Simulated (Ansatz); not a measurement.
**Strength of the C–H bond: CH2BrI → CHBrI + H**

Species: CH2BrI (bromoiodomethane) `BrCI`, singlet; CHBrI `Br[CH]I`, doublet; H atom, doublet. 

Shapes, held fixed at every level: PBE0-D4/def2-TZVP. Programs: Ansatz 0.2.0. The zero-point and thermal change to 298 K, harmonic and unscaled (PBE0-D4/def2-TZVP), is -29.1 kJ/mol.

**Question.** Estimate ΔH(298 K) of this reaction.

**Answer.** The highest level, CCSD(T)/def2-TZVPP, gives ΔH(298 K) = +401.0 kJ/mol; the levels span +381.5 to +405.8. The column of differences is taken from that level and isn't an error. No measured value is set beside it here. Open shells run unrestricted unless RO is named. For atoms past krypton def2 sets carry core potentials with scalar relativity. Relativity is left out for Br unless named. Correlated rows may include outer-core shells of Br, I, which these sets cover unevenly. Times are processor times on shared x86 and Arm servers, and rough.

| level | kind | ΔH(298 K) (kJ/mol) | less CCSD(T)/def2-TZVPP | CPU time (sum over the molecules) |
| --- | --- | --- | --- | --- |
| r2SCAN-D4/def2-TZVPP | meta-GGA | +381.5 | -19.5 | 13 s |
| PBE0-D4/def2-TZVPP | global hybrid | +387.4 | -13.6 | 9.9 s |
| wB97M-V/def2-TZVPP | range-separated hybrid | +405.4 | +4.4 | 31 s |
| B2PLYP/def2-TZVPP | double hybrid | +396.4 | -4.6 | 15 s |
| MP2/def2-SVP | perturbation theory | +392.0 | -9.0 | – |
| MP2/def2-TZVPP | perturbation theory | +405.8 | +4.8 | – |
| CCSD(T)/def2-TZVPP | coupled cluster or CI | +401.0 | 0.0 | 2.7 min |
